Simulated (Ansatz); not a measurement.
The cluster Ga₂N₂⁺. Total charge 1; doublet. Geometry PBE-D4/def2-SVP, that of the neutral singlet; atoms count from 1.

```xyz
4

Ga   -0.816    1.441    1.073
Ga   -0.979   -1.374   -0.126
N     0.655    0.396   -0.155
N     1.140   -0.463   -0.791
```

The structure comes from a short search, and lower isomers may exist.

(1) Estimate the Mulliken populations from the PBE0/def2-TZVP orbitals of Ansatz.

(2) Where does the spin sit?

(3) And the Mayer bond orders between heavy atoms (over 0.3)?

Answers

(1) 
```json
{"atom": "Ga1", "charge (e)": "0.55", "spin (α − β)": "0.25"}
{"atom": "Ga2", "charge (e)": "0.52", "spin (α − β)": "0.26"}
{"atom": "N3", "charge (e)": "-0.05", "spin (α − β)": "0.16"}
{"atom": "N4", "charge (e)": "-0.02", "spin (α − β)": "0.33"}
```
Mulliken values depend strongly on the basis.

(2) Summed by element: Ga 0.51, N 0.49, of 1 unpaired in all. Largest on single atoms: N4 0.33, Ga2 0.26, Ga1 0.25.

(3) Ga1–N3 0.39 (2.18 Å); Ga2–N4 0.31 (2.40 Å); N3–N4 2.25 (1.17 Å).
